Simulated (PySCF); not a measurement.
# Two-photon absorption: SMILES Cc1nccn1C, C$_{5}$H$_{8}$N$_{2}$

Geometry (Å), atoms numbered from 1 in this order:
```xyz
15

C    -1.8067   -0.7466   -0.1550
C    -0.3303   -0.7585   -0.0148
N     0.4191   -1.8256    0.0842
C     1.6978   -1.3796    0.1962
C     1.7197   -0.0173    0.1636
N     0.4168    0.3793    0.0279
C    -0.0631    1.7279   -0.0520
H    -2.1032   -0.2571   -1.0828
H    -2.2687   -0.2132    0.6758
H    -2.1649   -1.7709   -0.1627
H     2.5145   -2.0661    0.2923
H     2.5237    0.6876    0.2235
H    -0.5877    1.8944   -0.9960
H    -0.7520    1.9405    0.7690
H     0.7806    2.4132    0.0089
```

Level of theory: PySCF 2.14.0, TDDFT CAM-B3LYP/def2-SVPD excited states, vertical, gas phase. Geometry: GFN2-xTB.

Singlets 5 and 6 lie within 0.01 eV of each other, so their separate moments and overlaps can depend on how they mix.

Q: How strongly do the lowest singlets absorb one photon, and two photons of half the energy?

A: δ for parallel linear polarisation; σ at the peak of a Lorentzian of half width 0.1 eV, single beam; Ω is circular over linear.
| state | E (eV) | f | photon λ (nm) | δ (au) | σ (GM) | Ω | main |
| --- | --- | --- | --- | --- | --- | --- | --- |
| S1 | 5.98 | 0.018 | 415 | 21.6 | 0.28 | 1.50 | HOMO→LUMO 0.88 |
| S2 | 6.52 | 0.193 | 380 | 26.3 | 0.41 | 1.45 | HOMO→LUMO+2 0.94 |
| S3 | 6.79 | 0.003 | 365 | 73.8 | 1.25 | 1.50 | HOMO→LUMO+1 0.52, HOMO→LUMO+3 0.22 |
| S4 | 6.84 | 0.006 | 362 | 11.4 | 0.20 | 1.50 | HOMO−1→LUMO+2 0.77, HOMO→LUMO+1 0.09 |
| S5 | 7.07 | 0.001 | 351 | 32.8 | 0.60 | 1.50 | HOMO→LUMO+3 0.54, HOMO→LUMO+1 0.21 |

Among these, the strongest one-photon state is S2, the strongest two-photon state S3, with a dipole change of 3.3 D (relaxed, norm of the difference vector).
